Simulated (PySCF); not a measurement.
F₅Nb, SMILES [F][Nb-]([F])([F])([F])[F] (connectivity only; charge and spin as stated), charge -1, multiplicity 2. Atoms are numbered in the order given.

```xyz
6

Nb     0.0000     0.0000     0.0309
F      0.0000     0.0000     1.9372
F      0.0000    -1.5494    -1.1159
F     -1.9921     0.0000     0.0768
F      1.9921     0.0000     0.0768
F      0.0000     1.5494    -1.1159
```
Charge -1, spin multiplicity 2.

Geometry optimised at B3LYP-D3(BJ)/def2-SVPD. The multiplicity is an assumed one; other spin states were not compared. The def2 effective core potentials stand for the cores of Nb; spin–orbit coupling is left out.

Method: ωB97X/def2-SVPD (PySCF).

Mulliken values depend strongly on the basis, most of all with diffuse functions as here. ESP charges are fitted to the potential on shells at 1.4 to 2.0 van der Waals radii. Atomic charges (e):

| atom | ESP fit | Mulliken | Mulliken spin |
|---|---|---|---|
| Nb1 | [?] | 2.50 | 0.93 |
| F2 | [?] | -0.68 | 0.00 |
| F3 | [?] | -0.68 | 0.01 |
| F4 | [?] | -0.73 | 0.03 |
| F5 | [?] | -0.73 | 0.03 |
| F6 | [?] | -0.68 | 0.01 |

Problem. Fill in the missing entries. (An estimate is asked for; the answer gives what the named calculation found.)

Solution. 
- Nb1, ESP fit: 1.62
- F2, ESP fit: -0.46
- F3, ESP fit: -0.49
- F4, ESP fit: -0.60
- F5, ESP fit: -0.60
- F6, ESP fit: -0.49
